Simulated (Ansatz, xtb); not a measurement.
# Relative energy of two isomers of C6H5NSe

Structure I is `N#CC1=C[Se]C=CC1`, a singlet and structure II is `N#C[C@@H]1C=CC=C[Se]1`, a singlet. Both are isolated molecules in the gas phase, relaxed with PBE-D3(BJ)/def2-SVP.

Quicker runs give these differences E(II) − E(I): GFN2-xTB +4.6 kcal/mol; HF/STO-3G +9.0 kcal/mol (at GFN2-xTB geometries); r2SCAN-D4/def2-SVP +4.6 kcal/mol (at GFN2-xTB geometries).

Estimate E(II) − E(I) at the level CCSD(T)/def2-SVP + ΔMP2/def2-TZVPP.

Calculated at CCSD(T)/def2-SVP + ΔMP2/def2-TZVPP: E(II) − E(I) = +3.0 kcal/mol, so structure I lies lower.

The same difference at several levels:

```tsv
level	geometry	E(II) − E(I) (kcal/mol)	departure from the last row (kcal/mol)	job, with rough time for the two
GFN2-xTB	GFN2-xTB	+4.6	+1.6	optimisation, 0.19 s
HF/STO-3G	GFN2-xTB	+9.0	+6.0	single point, 0.64 s
r2SCAN-D4/def2-SVP	GFN2-xTB	+4.6	+1.6	single point, 6.1 s
PBE-D3(BJ)/def2-SVP	PBE-D3(BJ)/def2-SVP	+4.3	+1.3	optimisation, 35 s
HF/def2-SVP	PBE-D3(BJ)/def2-SVP	+3.5	+0.5	part of the CCSD(T) run
MP2/def2-SVP	PBE-D3(BJ)/def2-SVP	+4.2	+1.1	part of the CCSD(T) run
CCSD(T)/def2-SVP	PBE-D3(BJ)/def2-SVP	+3.9	+0.9	single point
CCSD(T)/def2-SVP + ΔMP2/def2-TZVPP	PBE-D3(BJ)/def2-SVP	+3.0		single point, 2.7 min
```

As drawn, both hold the same kinds of bond in the same numbers.

The levels shown agree on the order. The largest departure from CCSD(T)/def2-SVP + ΔMP2/def2-TZVPP is that of HF/STO-3G, 6.0 kcal/mol. The last row adds to CCSD(T) the change of the MP2 difference between the two basis sets, here −0.9 kcal/mol.

With thermal terms from frequencies at re-optimised GFN2-xTB minima (ideal gas, soft modes damped towards free rotors, one conformer each, 298.15 K, 1 atm): the zero-point term adds −0.3 kcal/mol; ΔH is +2.7 and ΔG +2.8 kcal/mol.

The correlated steps freeze 16 core orbitals; the filled d shell of Se is correlated, in a basis made for valence electrons. Mirror images aren't counted in ΔG. Codes used: Ansatz 0.2.0, xtb 6.7.1; the last row on 4 threads of Arm Neoverse V1 on a shared host.
